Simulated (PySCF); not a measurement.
UHF on W (tungsten, neutral), [Xe] 4f14 5d3 6s2 6p1, one real determinant (an excited configuration). Calculation: PySCF 2.14, in aug-cc-pVDZ-PP with ECP60MDF; a scalar-relativistic core potential.

```
cycle= 4 E= -66.5506342208408  delta_E= 0.000249  |g|= 0.0202  |ddm|= 0.0071
cycle= 5 E= -66.5619944311961  delta_E= -0.0114  |g|= 0.0451  |ddm|= 0.645
cycle= 6 E= -66.560243951276  delta_E= 0.00175  |g|= 0.0519  |ddm|= 0.131
cycle= 7 E= -66.5626318937121  delta_E= -0.00239  |g|= 0.0316  |ddm|= 0.121
cycle= 8 E= -66.5634015521593  delta_E= -0.00077  |g|= 0.0112  |ddm|= 0.0763
cycle= 9 E= -66.5636362551313  delta_E= -0.000235  |g|= 0.00556  |ddm|= 0.0368
cycle= 10 E= -66.5635633567171  delta_E= 7.29e-05  |g|= 0.00756  |ddm|= 0.0192
cycle= 11 E= -66.5635803662275  delta_E= -1.7e-05  |g|= 0.00722  |ddm|= 0.00532
cycle= 12 E= -66.5637228901627  delta_E= -0.000143  |g|= 0.000328  |ddm|= 0.0529
cycle= 13 E= -66.5637194687252  delta_E= 3.42e-06  |g|= 0.00119  |ddm|= 0.012
cycle= 14 E= -66.5637238879639  delta_E= -4.42e-06  |g|= 1.94e-05  |ddm|= 0.00881
cycle= 15 E= -66.5637238895468  delta_E= -1.58e-09  |g|= 8.58e-06  |ddm|= 0.00026
cycle= 16 E= -66.5637238897643  delta_E= -2.17e-10  |g|= 8.52e-07  |ddm|= 5.67e-05
converged SCF energy = -66.5637238897643  <S^2> = 6.6584626  2S+1 = 5.2567909
```

Highest occupied orbital energy: -5.278 eV; ⟨L²⟩ = 14.78; populations by l: s 3.58, p 7.00, d 3.42, f 0.00.

(1) Can this result be used?

Answers

(1) Not for this state. Self-consistency was reached. ⟨L²⟩ = 14.78 against 20 for a pure G term, so this real determinant mixes terms. Energies and moments cover only the electrons outside the core potential. Spin-orbit coupling, absent here, splits the open shell strongly. ⟨S²⟩ = 6.66 against 6.00 shows spin contamination. The s, p, d and f populations moved away from the nominal configuration during the SCF.
